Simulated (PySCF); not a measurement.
Bi(Et)(OH)2 (C2H7BiO2), SMILES [CH2](C)[Bi]([OH])[OH].

Coordinates come from a B3LYP-D3(BJ)/def2-SVP optimisation. The structure was generated by enumeration; whether it is a known compound was not checked. The def2 effective core potentials stand for the cores of Bi; spin–orbit coupling is left out. One conformer was computed; it need not be the lowest.

Calculation: PySCF with TDA-PBE/def2-SVPD.

Vertical excitations. Isolated molecule, no solvent.

Give excitation energies, oscillator strengths and character. (An estimate is asked for; the answer gives what the named calculation found.)


```tsv
state	energy (eV)	λ (nm)	f	main pairs
S1	4.43	280	0.004	HOMO→LUMO 96 %
S2	4.56	272	0.006	HOMO→LUMO+1 95 %
S3	5.10	243	0.005	HOMO−1→LUMO 98 %
S4	5.30	234	0.005	HOMO−2→LUMO 54 %, HOMO−1→LUMO+1 42 %
S5	5.47	227	0.009	HOMO−2→LUMO 30 %, HOMO−1→LUMO+1 29 %, HOMO−2→LUMO+1 27 %, HOMO−3→LUMO 7 %
S6	5.56	223	0.018	HOMO−2→LUMO+1 57 %, HOMO→LUMO+2 11 %, HOMO−1→LUMO+1 10 %, HOMO−2→LUMO 9 %
S7	5.72	217	0.016	HOMO→LUMO+3 76 %, HOMO→LUMO+2 12 %
S8	5.99	207	0.062	HOMO−1→LUMO+2 51 %, HOMO→LUMO+2 25 %, HOMO→LUMO+3 10 %
S9	6.02	206	0.005	HOMO−3→LUMO+1 85 %
S10	6.19	200	0.060	HOMO−1→LUMO+2 42 %, HOMO→LUMO+2 16 %, HOMO−2→LUMO+2 12 %, HOMO−4→LUMO+1 7 %
T1	4.09	303	0	HOMO→LUMO 97 %
T2	4.16	298	0	HOMO→LUMO+1 97 %
T3	4.71	263	0	HOMO−1→LUMO 95 %
T4	4.79	259	0	HOMO−1→LUMO+1 93 %
```
Triplets are in the Tamm–Dancoff approximation.
